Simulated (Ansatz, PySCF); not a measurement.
This PySCF input computes a CCSD(T)/cc-pVDZ energy:

```python
from pyscf import gto, scf, mp, cc as ccmod

mol = gto.M(
    atom='''
    B    -0.00000000   -0.00000000   -0.76882027
    N     0.00000000    0.00000000    0.54915734
    ''',
    basis='cc-pvdz',
    charge=0,
    spin=2,
    symmetry='C2v',
    verbose=4,
)

mf = scf.UHF(mol)
mf.conv_tol = 1e-10
mf.max_cycle = 100
mf.kernel()
mp2 = mp.MP2(mf, frozen=2).run()
cc = ccmod.CCSD(mf, frozen=2)
cc.max_cycle = 100
cc.kernel()
et = cc.ccsd_t()
print(f'E(CCSD(T)) = {cc.e_tot + et:.9f}')
```

Write an input for the same energy in Ansatz (a quantum-chemistry and plane-wave program) and say what it gives.


Ansatz 0.2 input:
```yaml
crystal:
  periodic: [false, false, false]
  atoms:
    - {symbol: B, position_ang: [-0.00000000, -0.00000000, -0.76882027]}
    - {symbol: N, position_ang: [0.00000000, 0.00000000, 0.54915734]}
basis:
  gaussian:
    orbitals: cc-pVDZ
magnetization: {spin_polarized: true, initial_magnetization: 2}
correlation: {method: ccsd_t, electrons: outside_noble_gas}
```
It gives -79.20451 Eh, and PySCF -79.20451 Eh, a difference of 0.00 mEh.
